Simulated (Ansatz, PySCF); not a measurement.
C3H8Mg, SMILES C[CH](C)[MgH].

Coordinates come from a r2SCAN-D4/def2-SVP optimisation. The structure was generated by enumeration; whether it is a known compound was not checked.

Vertical ionisation energy (IE) and electron affinity (EA) in eV. Rows of orbital energies are one-electron estimates. Where ΔSCF, EOM or ADC give a negative EA the extra electron is unbound and the value depends on the basis.

```
level                                                                       IE     EA
------------------------------------------------------------------------  ----  -----
−ε(HOMO), −ε(LUMO), CAM-B3LYP/def2-TZVP (PySCF)                           7.40  -0.38
−ε(HOMO), −ε(LUMO), PBE/def2-TZVP (PySCF)                                  ___    ___
ΔSCF, CAM-B3LYP/def2-SVPD (Ansatz), final states of multiplicity 2 and 2  8.19  -0.54
ΔSCF, PBE/def2-SVPD (Ansatz), final states of multiplicity 2 and 2        7.88  -0.32
```

Q: Some entries are withheld; supply them. (An estimate is asked for; the answer gives what the named calculation found.)

A: 
- −ε(HOMO), −ε(LUMO), PBE/def2-TZVP (PySCF), IE: 4.98
- −ε(HOMO), −ε(LUMO), PBE/def2-TZVP (PySCF), EA: 1.05

Q: What vertical singlet–triplet gap does ΔSCF give with CAM-B3LYP/def2-SVPD (Ansatz, an electronic-structure program) and with PBE/def2-SVPD (Ansatz)? (An estimate is asked for; the answer gives what the named calculation found.)

A: 4.13 and 3.68 eV (triplet above singlet where positive).
